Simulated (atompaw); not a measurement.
## Li (Z = 3) PAW (atompaw): all-electron and pseudo phase curves

- Element: Li
- Generator: atompaw 4.2.0.5
- Type: PAW
- Functional: LDA (PW92)
- Relativity: non-relativistic
- Frozen core: [He]
- Valence charge: 1
- Reference configuration: 2s1 2p0
- Partial waves: 2s (bound): rc 3.00 bohr; 2s channel at 0.25 Ry: rc 3.00 bohr; 2p (bound, empty): rc 3.00 bohr; 2p channel at 4.4 Ry: rc 3.00 bohr
- Local potential: bessel scheme, radius 2.90 bohr
- Core correction: smooth core density matched at 2.95 bohr
- Augmentation charge: sinc compensation charge, radius 2.50 bohr; PAW radius 3.00 bohr; waves and projectors: custom rrkj gramschmidtortho

The phase is arctan(r·u′/u) with u = r·R(r), unwrapped; energies in Ry, scanned from -2 to 5 Ry. A pole is an energy at which the radial function vanishes at the test radius. The pseudo phase is shifted by a multiple of π to meet the all-electron one at the reference energy, and phase errors are pseudo minus all-electron; the curves can meet again beyond the range given. Levels narrower than the energy grid can be missing from the lists of poles.

```json
{"channel": "s", "radius (bohr)": "3.00", "reference energy (Ry)": "-0.21", "poles, all-electron": "1.00", "poles, pseudo": "1.00, 4.33", "unbroken range about the reference energy with phases within 0.05 rad": "below 2.3", "phase error 1 Ry above the reference energy (rad)": "-0.000"}
{"channel": "p", "radius (bohr)": "3.00", "reference energy (Ry)": "-0.08", "poles, all-electron": "0.92, 4.65", "poles, pseudo": "1.81, 4.69", "unbroken range about the reference energy with phases within 0.05 rad": "below 0.1", "phase error 1 Ry above the reference energy (rad)": "+0.154"}
```

Phases in the s channel:

```
E (Ry)  all-electron  pseudo
 -2.00         1.303   1.302
 -1.52         1.248   1.248
 -1.04         1.145   1.145
 -0.56         0.862   0.862
 -0.08        -0.414  -0.414
  0.40        -1.319  -1.319
  0.88        -1.538  -1.539
  1.36        -1.652  -1.653
  1.84        -1.755  -1.764
  2.32        -1.914  -1.969
  2.80        -2.382  -2.996
  3.28        -3.847  -4.352
  3.76        -4.388  -4.593
  4.24        -4.545  -4.697
  4.72        -4.622  -4.777
```
